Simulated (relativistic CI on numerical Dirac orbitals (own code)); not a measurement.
# One change at a time: Cd2+

Base calculation: Dirac-Coulomb-Breit CI, KLI orbitals optimised for each configuration, QED by a radiative potential, valence Slater integrals scaled by 0.85, P86 correlation energy added to each configuration.

CI space (outside the closed core [Kr]): 4d10, 4d9 5s, 4d9 5p, 4d9 4f, 4d9 5d, 4d9 6s, 4d9 6p, 4d9 6d, 4d9 5f, 4d9 5g, 4d9 6f, 4d9 6g. Double excitations out of closed p, d and f shells are left out; levels of such configurations are missing from the list, as are those of other unlisted configurations, and high levels can miss mixing partners.

Variants: (1) Slater integrals left unscaled; (2) self-excluded LDA correlation estimate; (3) one mean potential for all configurations; (4) non-relativistic limit. Shifts of the energy above 4d10 1S_0, in cm⁻¹, for the lowest level and the first level of each name with at least 55 % of one term (blank where a level changes its place among those of its configuration and J or its character, or is not in the variant):

| Level | Base | Δ(1) | Δ(2) | Δ(3) | Δ(4) | Measured |
| --- | --- | --- | --- | --- | --- | --- |
| 4d10 1S_0 | 0.0 | 0.0 | 0.0 | 0.0 | 0.0 | 0.0 |
| 4d9 5s 3D_3 | 83445.8 | -266.8 | +27.2 | +806.7 | +15323.9 | 80454.3 |
| 4d9 5s 3D_2 | 85438.6 | -86.5 | +28.0 | +848.4 | +13331.0 | 82354.6 |
| 4d9 5s 3D_1 | 89007.4 | -232.5 | +27.2 | +907.6 | +9762.2 | 86219.5 |
| 4d9 5s 1D_2 | 92150.8 | +523.9 | +29.9 | +986.5 | +11053.0 | 88871.8 |
| 4d9 5p 3P°_2 | 134933.8 | -830.0 | +529.4 | +2188.2 | +10088.8 |  |
| 4d9 5p 3F°_3 | 137606.5 | -256.5 | +529.2 | +2260.5 | +10127.7 |  |
| 4d9 5p 3P°_1 | 139473.8 | -695.9 | +529.6 | +2337.7 | +5548.8 |  |
| 4d9 5p 3F°_4 | 139706.5 | -312.8 | +528.5 | +2330.8 | +8027.7 |  |
| 4d9 5p 3F°_2 | 141444.9 | -292.1 | +529.1 | +2355.9 | +6289.3 |  |
| 4d9 5p 3P°_0 | 142563.5 | -751.1 | +529.5 | +2420.1 | +2459.1 |  |
| 4d9 5p 3D°_3 | 143971.0 | +401.6 | +530.7 | +2451.0 |  |  |
| 4d9 5p 1D°_2 | 144172.0 | +404.1 | +531.3 | +2422.9 | +8396.7 |  |
| 4d9 5p 1P°_1 | 147604.9 | +769.9 | +539.5 | +2769.7 |  |  |

For a near-neutral ion this model can misplace configurations by up to about 10,000 cm⁻¹ (more where the count of f electrons changes) and terms by 10 to 25 % of their spread. Rates follow the energies as ν³ (E1, M1) or ν⁵ (E2), so they and the lifetimes can be off by large factors. The fine structure of a lone outer electron comes out too small, for d and f at times inverted, and misplaced configurations move strength between like terms. 12 of the 28 excited levels that our extract of the measured tables holds in this range could be paired (the sources list more); they are missed by 3191 cm⁻¹ on average and 4132 at most, and levels without a partner can miss by more.

Measured levels: Moore, Atomic Energy Levels, vol. III, NSRDS-NBS 35 (1971 reprint of NBS Circular 467, 1958).

Ionisation energy from the two ground configurations alone: base 37.15 eV; self-excluded LDA correlation estimate 37.47 eV. The NIST ASD value (measured) is 37.468 eV.

LS names give the leading component of a level, which can be under half, so a name can repeat, a term be missing and a line seem to break the LS rules.
